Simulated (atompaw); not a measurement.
Building the PAW (atompaw) potential for hafnium (PBEsol, scalar-relativistic).

atompaw 4.2.0.5 input, output lines left out:

```
Hf 72
GGA-PBESOL scalarrelativistic loggrid 2001 logderivrange -4 5 226
6 6 5 4 0 0
6 0 0
6 1 0
5 2 1
0 0 0
c
c
c
c
c
v
c
c
c
c
v
c
c
v
c
2
3.46 3.00 3.24 2.02
y
1.15
n
y
-0.05
n
y
-1.4
n
custom polynom2 7 10 vanderbiltortho sinc
bessel
3.18
3.18
3.46
3.46
3.46
3.46
```

Does the generator finish with these settings?

Yes, a potential is produced.

Estimate the cutoffs (Ry, on a coarse ladder) from which the occupation-weighted sum of valence levels, in a spherical-Bessel basis at the reference potential, stays within 10 and 1 mRy of its value at 400 Ry.

8 Ry and 18 Ry.

What does a ghost test show?

No extra level below or beside the all-electron valence levels (s, p, d, f tested).

Is the overlap operator S = 1 + Σ q|β⟩⟨β| positive definite (Bessel basis up to 400 Ry)?

Yes: its lowest eigenvalue is 0.69 (s channel).
